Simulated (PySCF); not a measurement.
B3LYP has the VWN-RPA correlation part, as in Gaussian. Delta-SCF ions had no search for a lower state. Excitations are Tamm–Dancoff values on a coarser integration grid. The basis has no diffuse functions, so Rydberg states are missing or too high.

# C₁₄H₁₀S, SMILES `Sc1ccc2c(ccc3ccccc32)c1` (H–S–C–C torsion 0°) (charge 0, multiplicity 1)

Method: PySCF 2.14.0 with B3LYP-D3(BJ)/def2-SVP // PBE0-D4/def2-SVP.

The HOMO is -5.79 eV. The dipole moment is 1.02 D, the LUMO is -1.34 eV and the HOMO–LUMO gap is 4.45 eV. The S1 excitation (TDA) is 3.79 eV, the S1 oscillator strength comes out as 0.006 and the brightest of the four lowest singlets (TDA) is 4.78 eV. The T1 excitation (TDA) is 3.02 eV and the S1–T1 gap (TDA) comes out as 0.77 eV. The vertical ionisation energy (Delta-SCF) is 7.42 eV, the total energy is -937.2971 Ha and the cost is about 8 core-minutes (a rough figure).

```xyz
25

S     -5.0106    -0.7966    -0.0328
C     -3.2966    -0.3817     0.0090
C     -2.8372     0.9343     0.2262
C     -1.4859     1.2074     0.2501
C     -0.5178     0.1990     0.0613
C     -0.9845    -1.1260    -0.1575
C     -0.0389    -2.1848    -0.3544
C      1.2977    -1.9424    -0.3353
C      1.8115    -0.6229    -0.1181
C      3.2028    -0.3838    -0.1003
C      3.7041     0.8842     0.1086
C      2.8169     1.9559     0.3067
C      1.4520     1.7447     0.2931
C      0.9091     0.4587     0.0819
C     -2.3680    -1.3921    -0.1797
H     -5.4789     0.4484     0.1903
H     -3.5534     1.7455     0.3770
H     -1.1725     2.2380     0.4211
H     -0.4177    -3.1963    -0.5210
H      2.0102    -2.7574    -0.4867
H      3.8804    -1.2274    -0.2559
H      4.7828     1.0559     0.1203
H      3.2071     2.9629     0.4727
H      0.7880     2.5958     0.4498
H     -2.7008    -2.4194    -0.3498
```
